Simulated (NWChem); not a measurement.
BeH2; SMILES [BeH2]

All runs: NWChem. Coordinates come from a PBE0/def2-SVP optimisation. Vertical excitations in the gas phase; the lowest state need not have the same character in each row.

For level LRC-wPBEh/aug-cc-pVDZ, full TDDFT:

```yaml
lowest excitation, singlet (eV): 6.27
lowest state with f > 0.02, singlet (eV): 8.29
orbital gap (eV): 11.05
```

Task: How do the values read with level BHandHLYP/aug-cc-pVDZ, full TDDFT instead?

Result: 
| Quantity | Value |
|---|---|
| lowest excitation, singlet (eV) | 6.55 |
| lowest state with f > 0.02, singlet (eV) | 8.77 |
| orbital gap (eV) | 9.89 |
